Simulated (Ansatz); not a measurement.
Two isomers of CH4Cl2Si: A = `ClC[SiH2]Cl`, B = `C[SiH](Cl)Cl`.

Program: Ansatz. Geometries: PBE0-D4/def2-TZVP. ΔE: electronic, gas phase. CCSD(T)/CBS is the MP2 limit (def2-TZVPP, def2-QZVPP) plus CCSD(T) − MP2 in def2-TZVPP, frozen cores. DFT in def2-TZVPP. B3LYP here is the variant with VWN-RPA as its local correlation; programs differ in this. Each species was taken in one conformer, which may not be the lowest.

(1) Which is lower in electronic energy at CCSD(T)/CBS, and by how much? (An estimate is asked.)

(2) Give E(B) − E(A) in kcal/mol with PBE0-D4, LDA (SPW92), ωB97M-V, CCSD(T)/def2-TZVPP, BLYP-D4, B3LYP, r2SCAN-D4. (Estimate.)

(3) Does the order hold for the free energy at 298.15 K (harmonic terms from PBE0-D4)? (Best estimate.)

Largest T1 diagnostic: 0.009.

Results:

(1) Computed: B, by 43.4 kcal/mol.

(2) Ansatz gave: PBE0-D4 -43.4, LDA (SPW92) -42.7, ωB97M-V -43.9, CCSD(T)/def2-TZVPP -42.9, BLYP-D4 -41.8, B3LYP -42.5, r2SCAN-D4 -44.6. None reverses the order clearly.

(3) Computed: Yes: G(B) − G(A) = -42.1 kcal/mol, for one conformer each.

Leaving LDA and LC-ωPBE aside and taking each functional with its dispersion term where it has one, the values, not all of them listed here, spread over 4.0 kcal/mol, from B97M-V to BLYP-D4. From PBE to PBE0 (25 % exact exchange), in def2-TZVPP and without D4, E(B) − E(A) moves by −1.2 kcal/mol.
